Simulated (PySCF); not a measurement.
An unknown is described by computed data only.

Formula: C4H10NPSi2.

| Property | Result |
| --- | --- |
| Rotational structure | rotational constants A, B, C: 1.394, 1.177, 0.650 GHz [PBE0-D3(BJ)/def2-SVP] |
| 13C NMR | chemical shifts (computed TMS as zero) by class: 173.6 (1 C), 157.3 (1 C), 146.3 (1 C), 40.3 (1 C) ppm [GIAO CAM-B3LYP/pcSseg-1] |
| NMR, other nuclei | isotropic shieldings of nuclei other than C and H, by class: 45 (1 N), 419 (1 Si), 429 (1 Si), 124 (1 P) ppm [GIAO CAM-B3LYP/pcSseg-1] |
| XPS | Si2p3/2 106.3, Si2p3/2 106.8, P2p3/2 135.3, C1s 289.3, C1s 290.5, C1s 290.5, C1s 292.4, N1s 406.3, Si1s 1846.1, Si1s 1846.6, P1s 2148.8 eV [ΔSCF SCAN, pcX-2 on the ionised atom, pcseg-1 elsewhere, spin-free X2C, 2p3/2 from a spin–orbit splitting computed afterwards within the 2p shell] |
| Valence photoelectron | vertical ionisation energy: 8.20 eV [ΔSCF PBE0/def2-SVPD] |
| 1H NMR | chemical shifts (computed TMS as zero) by class: 8.09 (1 H), 4.54 (3 H), 4.52 (3 H), 3.80 (3 H) ppm [GIAO CAM-B3LYP/pcSseg-1] |

Gas-phase values; electronic properties from PySCF, density fitting. Levels stand in brackets. Geometry: PBE0-D3(BJ)/def2-SVP; no solvent, vibrations or thermal averaging. NMR values are class means; diastereotopic atoms form classes of their own.

Task: Propose a structure and show how it fits.

Result: Numbering: `[CH3:1][n:2]1[cH:3][p:4][c:5]([SiH3:6])[c:7]1[SiH3:8]`. 4 carbons fall into 4 classes; from least to most shielded: aromatic CH next to a ring nitrogen [C3] (173.6 ppm), substituted aromatic carbon [C5] (157.3 ppm), substituted aromatic carbon [C7] (146.3 ppm), N-methyl carbon [C1] (40.3 ppm). Hydrogen classes from least to most shielded: 1 H on an aromatic CH next to a ring nitrogen, C3 (8.09 ppm), 3 H on an SiH3 silicon, Si6 (4.54 ppm), 3 H on an SiH3 silicon, Si8 (4.52 ppm), 3 H on an N-methyl carbon, C1 (3.80 ppm). The other shieldings belong to: 45 ppm, pyrrole-type nitrogen [N2]; 419 ppm, SiH3 silicon [Si6]; 429 ppm, SiH3 silicon [Si8]; 124 ppm, phosphorus bonded to 2 C [P4]. The core levels belong to: Si2p3/2 106.3 eV, SiH3 silicon [Si6]; Si2p3/2 106.8 eV, SiH3 silicon [Si8]; P2p3/2 135.3 eV, phosphorus bonded to 2 C [P4]; C1s 289.3 eV, substituted aromatic carbon [C5]; C1s 290.5 eV, substituted aromatic carbon [C7]; C1s 290.5 eV, aromatic CH next to a ring nitrogen [C3]; C1s 292.4 eV, N-methyl carbon [C1]; N1s 406.3 eV, pyrrole-type nitrogen [N2]; Si1s 1846.1 eV, SiH3 silicon [Si6]; Si1s 1846.6 eV, SiH3 silicon [Si8]; P1s 2148.8 eV, phosphorus bonded to 2 C [P4]. The first electron is taken from the HOMO, whose largest Löwdin shares are 0.33 on the phosphorus bonded to 2 C, 0.26 on the aromatic CH next to a ring nitrogen, 0.14 on a substituted aromatic carbon and 0.12 on the pyrrole-type nitrogen. By its constants the optimised geometry is an asymmetric top. Structure: `[SiH3]c1n(cpc1[SiH3])C`. The assignments are read from this structure; whether some other isomer fits the data as well wasn't checked.
